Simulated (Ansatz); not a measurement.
Reaction (isomerisation): `CCN1BC1` → `C/C=C\BN`

Isolated molecules relaxed with PBE0-D4/def2-TZVP in Ansatz; ΔE leaves out vibrations. CCSD(T)/CBS adds triple-zeta CCSD(T) − MP2 to the extrapolated MP2 energy (def2 sets, frozen cores). Functionals use def2-TZVPP. Each species was taken in one conformer, which may not be the lowest.

| level | ΔE (eV) |
| --- | --- |
| B2PLYP | -1.76 |
| MP2/CBS(def2) | -1.68 |

**Question.** What does CCSD(T)/CBS give? (Best estimate.)

**Answer.** Computed: -1.75 eV. The listed levels differ from it by -0.01, 0.07 eV.

Largest T1 diagnostic among the species: 0.012.

In def2-TZVPP, CCSD(T) changes the Hartree–Fock value by +0.17 eV (the triples alone add +0.00 eV) and MP2 by +0.24 eV.
